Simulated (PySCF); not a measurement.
Compound: C₂H₈Si₃.
Atom-mapped SMILES: `[CH:1]#[C:2][SiH2:3][SiH2:4][SiH3:5]` (hydrogens: H6 on C1; H7, H8 on Si3; H9, H10 on Si4; H11, H12, H13 on Si5)

A GFN2-xTB structure with every atom displaced at random (by about 0.01 Å) was refined with PBE0-D3(BJ)/def2-SVP geometry optimisation, gas phase in PySCF 2.14.0. Values at the start:

| coordinate | start |
| --- | --- |
| C1≡C2 | 1.193 Å |
| C1–H6 | 1.072 Å |
| C2–Si3 | 1.853 Å |
| Si3–Si4 | 2.273 Å |
| Si3–H7 | 1.495 Å |
| Si4–Si5 | 2.336 Å |
| Si4–H9 | 1.496 Å |
| Si5–H11 | 1.458 Å |
| C1–C2–Si3 | 178.8° |
| C2–Si3–Si4 | 109.0° |
| Si3–Si4–Si5 | 116.3° |
| C2–Si3–Si4–Si5 | 59° |

Task: How do these coordinates change at the PBE0-D3(BJ)/def2-SVP level?

Result: 
| coordinate | PBE0-D3(BJ)/def2-SVP (Å or °) | change |
| --- | --- | --- |
| Si3–Si4 | 2.345 | +0.072 |
| Si5–H11 | 1.494 | +0.036 |
| C1≡C2 | 1.217 | +0.024 |
| C2–Si3 | 1.835 | -0.018 |
| Si4–Si5 | 2.345 | +0.009 |
| C1–H6 | 1.076 | +0.004 |
| Si4–H9 | 1.498 | +0.002 |
| Si3–H7 | 1.494 | -0.001 |
| Si3–Si4–Si5 | 108.0 | -8.3 |
| C2–Si3–Si4 | 106.8 | -2.2 |
| C1–C2–Si3 | 176.8 | -2.0 |
| C2–Si3–Si4–Si5 | 55 | -4 |

The energy falls by 0.223 eV over 7 energy and gradient evaluations, the largest force component goes from 0.0462 to 1.8e-04 Eh/bohr, and the atoms move by 0.190 Å rms after alignment. The bond that changes most is Si3–Si4 (both ends SiH2 silicon), which lengthens by 0.072 Å. Bonds longer at the end by more than 0.005 Å: 7 of 12; shorter: 1. Rotational constants go from 3296, 1244, 988.9 to 2982, 1381, 1050 MHz.

The run used 122 basis functions and 45 SCF cycles in all. Hardware: one thread, Arm Neoverse V1 (aarch64), on a shared host. Cost: 39 s of wall time, 0.52 GiB resident at most.

No frequency check. The numbers are those of one conformer.

The values belong to the conformer `[CH:1]#[C:2][SiH2:3][SiH2:4][SiH3:5]`: C2–Si3–Si4–Si5 55°.
